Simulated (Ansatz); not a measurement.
Total energies of C$_{2}$H$_{7}$BO (`CBCO`).

```xyz
11

C     0.082    0.764   -1.411
B     0.443   -0.131   -0.191
C    -0.517   -0.305    1.017
O    -0.114   -1.134    2.090
H     0.125    0.169   -2.332
H    -0.893    1.252   -1.357
H     0.851    1.535   -1.543
H     1.504   -0.707   -0.179
H    -1.484   -0.665    0.621
H    -0.752    0.703    1.402
H     0.756   -1.480    1.883
```

Charge 0, multiplicity 1. The geometry is a stationary point of PBE0-D4/def2-TZVP. It is one conformer, not always the lowest. Basis def2-TZVPP, Ansatz 0.2.0.

RPA on PBE orbitals: Hartree–Fock energy of these orbitals -179.37476 Eh, correlation -1.16017 Eh (frozen core).

```
             functional  energy without D4 (Eh)  D4 term (kJ/mol)
            LDA (SPW92)              -178.95242                 –
                    PBE              -180.31055             -14.4
                 revPBE              -180.49435             -51.4
                   BLYP              -180.47537             -32.6
                 r2SCAN              -180.44385              -3.7
                 B97M-V              -180.54173                 –
                   PBE0              -180.33438             -12.0
                  B3LYP              -180.56684             -23.0
                r2SCANh              -180.43655              -3.8
                r2SCAN0              -180.42641              -4.2
HSE06 (plane-wave form)              -180.32380             -11.0
                  BHLYP              -180.45164             -15.7
              CAM-B3LYP              -180.46404             -11.9
                LC-ωPBE              -180.44105                 –
                ωB97X-V              -180.49823                 –
                ωB97M-V              -180.46243                 –
                 B2PLYP              -180.39666                 –
               PBE-QIDH              -180.30844                 –
```

B3LYP takes the VWN-RPA correlation (the form of Gaussian; ORCA's B3LYP/G). HSE06 is the plane-wave form, built on full-range PBE exchange. The double hybrids freeze the cores in their second-order part.

LC-ωPBE has ω = 0.4 bohr⁻¹.
